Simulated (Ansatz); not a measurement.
CH₃F₃Ge⁺, that is Ge(CF3)H3 with one electron fewer. Total charge 1; doublet. Geometry PBE0-D4/def2-SVP, that of the neutral singlet; atoms count from 1.

```tsv
atom	x (Å)	y (Å)	z (Å)
Ge1	-0.0856	-1.0054	0.0103
C2	0.0838	0.9826	-0.0100
F3	-0.0027	1.4962	1.2238
F4	-0.8798	1.5504	-0.7468
F5	1.2587	1.3711	-0.5222
H6	-0.0493	-1.4863	-1.4449
H7	-1.4224	-1.3475	0.6783
H8	1.0974	-1.5610	0.8116
```

(1) Estimate the Mulliken populations from the PBE0/def2-TZVP orbitals of Ansatz.

(2) Where does the spin sit?

(3) And the Mayer bond orders between heavy atoms (over 0.3)?

Results:

(1) 
```tsv
atom	charge (e)	spin (α − β)
Ge1	0.05	0.17
C2	0.43	0.33
F3	0.00	0.14
F4	0.00	0.14
F5	0.00	0.14
H6	0.17	0.03
H7	0.17	0.03
H8	0.17	0.03
```
Mulliken values depend strongly on the basis.

(2) Summed by element: Ge 0.17, C 0.33, F 0.41, H 0.09, of 1 unpaired in all. Largest on single atoms: C2 0.33, Ge1 0.17, F4 0.14.

(3) Ge1–C2 0.49 (2.00 Å); C2–F3 1.23 (1.34 Å); C2–F4 1.23 (1.34 Å); C2–F5 1.23 (1.34 Å).
